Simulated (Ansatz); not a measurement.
Reaction (homolysis of the C–Si bond): `C[SiH](O)F` → `[CH3]`• + `O[SiH]F`•

Computed with Ansatz on PBE0-D4/def2-TZVP structures; ΔE is electronic, products minus reactants. CCSD(T)/CBS is the MP2 limit (def2-TZVPP, def2-QZVPP) plus CCSD(T) − MP2 in def2-TZVPP, frozen cores. This one scheme is used for every species. Functionals use def2-TZVPP. No spin–orbit coupling; open shells (•) take unrestricted orbitals. Each species was taken in one conformer, which may not be the lowest.

`C[SiH](O)F`:

```xyz
9

C    -0.675    0.914    0.207
Si    0.579   -0.302   -0.404
O     0.862   -1.517    0.650
F     0.025   -0.900   -1.782
H    -0.828    1.710   -0.527
H    -0.344    1.372    1.143
H    -1.642    0.434    0.385
H     1.902    0.296   -0.676
H     0.120   -2.008    1.005
```

`[CH3]`•:

Z-matrix (Å, degrees):
```
C
H 1 1.080
H 1 1.080 2 120.0
H 1 1.080 2 120.0 3 180.0
```

`O[SiH]F`•:

```xyz
5

O    -0.658    0.442    0.781
Si   -0.023   -0.187   -0.591
F     1.256   -1.092   -0.252
H    -1.025   -0.149    1.440
H     0.450    0.986   -1.378
```

| level | ΔE (kcal/mol) | difference from CCSD(T)/CBS |
| --- | --- | --- |
| PBE-D4 | 95.8 | -4.9 |
| r2SCAN-D4 | 92.8 | -7.9 |
| r2SCAN0-D4 | 93.3 | -7.4 |
| CAM-B3LYP-D4 | 96.9 | -3.8 |
| PBE0 | 95.5 | -5.2 |
| CAM-B3LYP | 95.6 | -5.1 |
| CCSD(T)/def2-SVP | 96.4 | -4.3 |
| HF/def2-TZVPP | 73.8 | -26.9 |
| CCSD(T)/def2-TZVPP | 98.5 | -2.2 |
| HF/CBS(def2) | 73.4 | -27.3 |
| CCSD(T)/CBS | 100.7 | 0 |

Largest T1 diagnostic among the species: 0.014.

From PBE to PBE0 (25 % exact exchange), in def2-TZVPP and without D4, ΔE moves by +1.1 kcal/mol. At CCSD(T), def2-SVP lies −4.3 kcal/mol from the extrapolated value and def2-TZVPP −2.2 kcal/mol: correlation converges slowly with the basis, and small sets miss more of it in the bonded molecule than in its fragments. Leaving LDA and LC-ωPBE aside and taking each functional with its dispersion term where it has one, the values, not all of them listed here, spread over 9.0 kcal/mol, from BLYP-D4 to ωB97M-V. LDA lies +15.9 kcal/mol from PBE without D4, its usual overbinding.
